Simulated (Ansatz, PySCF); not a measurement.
Complex: HCl (SMILES Cl) (first 2 atoms) with CH3F (SMILES CF); geometry from B3LYP-D3(BJ)/def2-TZVP.
(charge 0, multiplicity 1):
| atom | x (Å) | y (Å) | z (Å) |
|---|---|---|---|
| Cl | 0.1652 | 0.0521 | -0.1361 |
| H | 0.2154 | 0.5086 | 1.0704 |
| C | -0.4887 | -0.5500 | 3.5272 |
| F | 0.0507 | 0.6302 | 2.9951 |
| H | 0.2277 | -0.9594 | 4.2379 |
| H | -1.4256 | -0.3009 | 4.0231 |
| H | -0.6605 | -1.2480 | 2.7087 |

Basis-set superposition error: the interaction energy with monomers in their own basis, and in the dimer's basis (counterpoise).

The values were computed with Ansatz (Gaussian basis) for Hartree–Fock, density functionals and correlated methods; PySCF for 6-31G* rows, M06-2X. Values without a source in brackets are computed.

```csv
level,uncorrected (kcal/mol),counterpoise (kcal/mol),difference
r2SCAN/def2-TZVPPD,-3.99,-3.91,0.08
B3LYP/6-31G*,-5.91,-3.46,2.45
PBE0/def2-TZVPPD,-3.41,-3.33,0.08
M06-2X/def2-TZVPPD,-3.85,-3.76,0.09
wB97X-V/def2-TZVPPD,-3.90,-3.82,0.08
MP2/6-31G*,-5.63,-2.98,2.65
MP2/aug-cc-pV(T+d)Z,-4.40,-3.85,0.55
SCS-MP2/aug-cc-pV(D+d)Z,-3.79,-2.91,0.88
SCS-MP2/aug-cc-pV(T+d)Z,-3.76,-3.15,0.61
CCSD/aug-cc-pV(D+d)Z,-3.84,-2.99,0.84
```

The error is largest for MP2/6-31G* (2.65 kcal/mol) and smallest for r2SCAN/def2-TZVPPD (0.08 kcal/mol).

Ansatz is a program for electronic structure.
